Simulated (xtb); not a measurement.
H₅B₃N₃ (SMILES B1[N]BNBN1), doublet, from a rough starting geometry; GFN2-xTB (xtb).

The xtb input:
```
$ xtb mol.xyz --gfn 2 --uhf 1 --opt vtight --json

# file mol.xyz
11

B     -1.07957661     1.10816543     0.25830102
N     -1.50975045    -0.17225581     0.01361292
B     -0.81913656    -1.27303707    -0.28958678
N      0.53342639    -1.14991962    -0.28640518
B      1.21505623     0.12151001    -0.03947230
N      0.36035496     1.25443984     0.28161215
H     -1.73112497     2.03205846     0.51438224
H     -1.32703884    -2.33302523    -0.49970038
H      1.15366080    -1.97512007    -0.48534552
H      2.40148209     0.22397824    -0.05164206
H      0.84877843     2.10610377     0.47311521
```

What the program printed (banner, timings and long lists left out):

```
   ID    Z sym.   atoms
    1    5 B      1, 3, 5
    2    7 N      2, 4, 6
    3    1 H      7-11

           -------------------------------------------------
          |                Calculation Setup                |
           -------------------------------------------------

           -------------------------------------------------
          |                 G F N 2 - x T B                 |
           -------------------------------------------------

          ...................................................
          :                      SETUP                      :
          :.................................................:
          :  # basis functions                  29          :
          :  # atomic orbitals                  29          :
          :  # shells                           17          :
          :  # electrons                        29          :
          :  max. iterations                   250          :
          :  Hamiltonian                  GFN2-xTB          :
          :  restarted?                      false          :
          :  GBSA solvation                  false          :
          :  PC potential                    false          :
          :  electronic temp.          300.0000000     K    :
          :  accuracy                    1.0000000          :
          :  -> integral cutoff          0.2500000E+02      :
          :  -> integral neglect         0.1000000E-07      :
          :  -> SCF convergence          0.1000000E-05 Eh   :
          :  -> wf. convergence          0.1000000E-03 e    :
          :  Broyden damping             0.4000000          :
          :  net charge                          0          :
          :  unpaired electrons                  1          :
          ...................................................

 iter      E             dE          RMSdq      gap      omega  full diag
   1    -15.1459046 -0.151459E+02  0.106E+01    5.22       0.0  T
   2    -15.2816735 -0.135769E+00  0.660E+00    3.94       1.0  T
   3    -15.2745385  0.713497E-02  0.235E+00    4.96       1.0  T
   4    -15.2975981 -0.230596E-01  0.953E-01    4.09       1.0  T
   5    -15.3034246 -0.582655E-02  0.531E-01    4.82       1.0  T
   6    -15.3055592 -0.213461E-02  0.140E-01    4.58       1.0  T
   7    -15.3056122 -0.529525E-04  0.441E-02    4.58       1.0  T
   8    -15.3056254 -0.132509E-04  0.109E-02    4.59       2.8  T
   9    -15.3056255 -0.792983E-07  0.435E-03    4.59       6.9  T
  10    -15.3056256 -0.674260E-07  0.137E-03    4.59      22.0  T
  11    -15.3056256 -0.127594E-07  0.641E-04    4.59      47.0  T
  12    -15.3056256 -0.144542E-08  0.204E-04    4.59     147.8  T

   *** convergence criteria satisfied after 12 iterations ***

         :::::::::::::::::::::::::::::::::::::::::::::::::::::
         ::                     SUMMARY                     ::
         :::::::::::::::::::::::::::::::::::::::::::::::::::::
         :: total energy             -15.112392166985 Eh    ::
         :: gradient norm              0.135909250011 Eh/a0 ::
         :: HOMO-LUMO gap              4.587420376135 eV    ::
         ::.................................................::
         :: SCC energy               -15.305621357231 Eh    ::
         :: -> isotropic ES            0.083955252884 Eh    ::
         :: -> anisotropic ES          0.010992235768 Eh    ::
         :: -> anisotropic XC          0.008377848841 Eh    ::
         :: -> dispersion             -0.006323887934 Eh    ::
         :: repulsion energy           0.193229190246 Eh    ::
         :: add. restraining           0.000000000000 Eh    ::
         :: total charge               0.000000000002 e     ::
         :::::::::::::::::::::::::::::::::::::::::::::::::::::

      -----------------------------------------------------------
     |                   =====================                   |
     |                        A N C O P T                        |
[...]
 * total energy  :   -15.1123922 Eh     change       -0.2574527E-09 Eh
 * total energy  :   -15.1221236 Eh     change       -0.9731401E-02 Eh
 * total energy  :   -15.1240615 Eh     change       -0.1937977E-02 Eh
 * total energy  :   -15.1242861 Eh     change       -0.2245980E-03 Eh
 * total energy  :   -15.1243627 Eh     change       -0.7650958E-04 Eh
 * total energy  :   -15.1243727 Eh     change       -0.1000756E-04 Eh
 * total energy  :   -15.1243735 Eh     change       -0.8414916E-06 Eh
 * total energy  :   -15.1243741 Eh     change       -0.5690162E-06 Eh
 * total energy  :   -15.1243741 Eh     change       -0.3297161E-07 Eh
   *** GEOMETRY OPTIMIZATION CONVERGED AFTER 9 ITERATIONS ***
         :: total energy             -15.124374103650 Eh    ::
[...]
        15        1.0000           -0.3525147              -9.5924 (HOMO)
        16                         -0.1801859              -4.9031 (LUMO)
        17                         -0.1699818              -4.6254
        18                         -0.0676031              -1.8396
        19                          0.0808338               2.1996
        20                          0.1405356               3.8242
        21                          0.2365464               6.4368
        22                          0.2493091               6.7840
        23                          0.2547054               6.9309
        24                          0.4360890              11.8666
        25                          0.4373825              11.9018
        26                          0.4689881              12.7618
       ...                                ...                  ...
        29                          0.6327300              17.2175
      -------------------------------------------------------------
                  HL-Gap            0.1723288 Eh            4.6893 eV
             Fermi-level           -0.3185812 Eh           -8.6690 eV

     #   Z          covCN         q      C6AA      α(0)
     1   5 B        2.641     0.272    17.643     7.086
     2   7 N        1.690    -0.279    27.925     7.809
     3   5 B        2.641     0.272    17.643     7.086
     4   7 N        2.546    -0.281    27.296     7.759
     5   5 B        2.637     0.264    17.770     7.115
     6   7 N        2.546    -0.281    27.296     7.759
     7   1 H        0.938    -0.087     5.129     3.541
     8   1 H        0.938    -0.087     5.128     3.541
     9   1 H        0.860     0.155     1.369     1.833
    10   1 H        0.937    -0.101     5.604     3.701
    11   1 H        0.860     0.155     1.369     1.833

 Mol. C6AA /au·bohr⁶  :       1405.229781
 Mol. C8AA /au·bohr⁸  :      34273.118832
 Mol. α(0) /au        :         59.062478

Wiberg/Mayer (AO) data.
largest (>0.10) Wiberg bond orders for each atom

 ---------------------------------------------------------------------------
     #   Z sym  total        # sym  WBO       # sym  WBO       # sym  WBO
 ---------------------------------------------------------------------------
     1   5 B    3.485 --     2 N    1.375     6 N    1.087     7 H    0.925
     2   7 N    3.104 --     1 B    1.375     3 B    1.375
     3   5 B    3.485 --     2 N    1.375     4 N    1.087     8 H    0.925
     4   7 N    3.471 --     5 B    1.246     3 B    1.087     9 H    0.949
     5   5 B    3.501 --     6 N    1.246     4 N    1.246    10 H    0.925
     6   7 N    3.471 --     5 B    1.246     1 B    1.087    11 H    0.949
     7   1 H    0.991 --     1 B    0.925
     8   1 H    0.991 --     3 B    0.925
     9   1 H    0.976 --     4 N    0.949
    10   1 H    0.989 --     5 B    0.925
    11   1 H    0.976 --     6 N    0.949
 ---------------------------------------------------------------------------

Topologies differ in total number of bonds
Writing topology from bond orders to xtbtopo.mol

molecular dipole:
                 x           y           z       tot (Debye)
 q only:        0.523       0.048      -0.006
   full:        0.806       0.074      -0.009       2.057
molecular quadrupole (traceless):
                xx          xy          yy          xz          yz          zz
 q only:       -2.949      -0.514       2.612      -0.028       0.571       0.336
  q+dip:       -4.191      -0.888       5.527      -0.144       1.702      -1.336
   full:       -5.054      -0.831       3.921      -0.014       0.706       1.133

optimized geometry written to: xtbopt.xyz

           -------------------------------------------------
          | TOTAL ENERGY              -15.124374103650 Eh   |
          | GRADIENT NORM               0.000067600722 Eh/α |
          | HOMO-LUMO GAP               4.689305878025 eV   |
           -------------------------------------------------
```
